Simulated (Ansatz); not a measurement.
`[SbH3]` + H• → `[SbH2]`• + H₂ at 500 K and 1 bar (hydrogen abstraction from the Sb–H bond).

Program: Ansatz. Geometries: PBE0-D4/def2-TZVP. ΔE: electronic, gas phase. CCSD(T)/CBS adds triple-zeta CCSD(T) − MP2 to the extrapolated MP2 energy (def2 sets, frozen cores). This one scheme is used for every species, atoms too. Open shells (•) are unrestricted, without spin–orbit coupling. Elements past krypton have def2 core potentials. Bonds to Sb are less sure, by a few kJ/mol each and by 10 to 20 or more in all where they break to atoms, as the def2 sets lack core-valence functions.

```tsv
species	CCSD(T)/CBS energy (Eh)	H − E (kJ/mol)	S (J/(mol·K))
`[SbH3]`	-241.78682	70.2	256.6
H•	-0.50000	10.4	125.5
`[SbH2]`•	-241.17235	46.3	254.1
H₂	-1.17544	41.0	145.5
```

H − E and S are ideal-gas, rigid-rotor, harmonic terms from PBE0-D4/def2-TZVP, with the whole ground term of open shells counted as degenerate. The MP2-based limit puts H₂ 0.8 mEh under its directly extrapolated value; such offsets cancel only in part. 1 Eh = 2625.50 kJ/mol, R = 8.31446 J/(mol·K).

Problem. By hand: ΔE, ΔH, ΔS and ΔG.

Solution. ΔE = (-241.17235) + (-1.17544) − (-241.78682) − (-0.50000) = -0.06097 Eh = -160.1 kJ/mol. Δ(H − E) = 46.3 + 41.0 − 70.2 − 10.4 = 6.7, so ΔH = -153.4 kJ/mol. ΔS = 254.1 + 145.5 − 256.6 − 125.5 = 17.5 J/(mol·K). ΔG = -153.4 − 500 × (17.5)/1000 = -162.2 kJ/mol.

Problem. By hand: the equilibrium constant, and the temperature at which ΔG would vanish if ΔH and ΔS stayed fixed.

Solution. log₁₀ K = −ΔG/(RT ln 10) = 16.9. ΔH and −TΔS have one sign here, so there is no such temperature.

ΔH outweighs TΔS. A doubt of 5 kJ/mol in ΔE shifts log₁₀ K by 0.5 here. These are equilibria of isolated gas molecules and say nothing of rates. Largest T1 diagnostic: 0.014 (customary marks: 0.02 for closed shells, 0.045 for open ones).
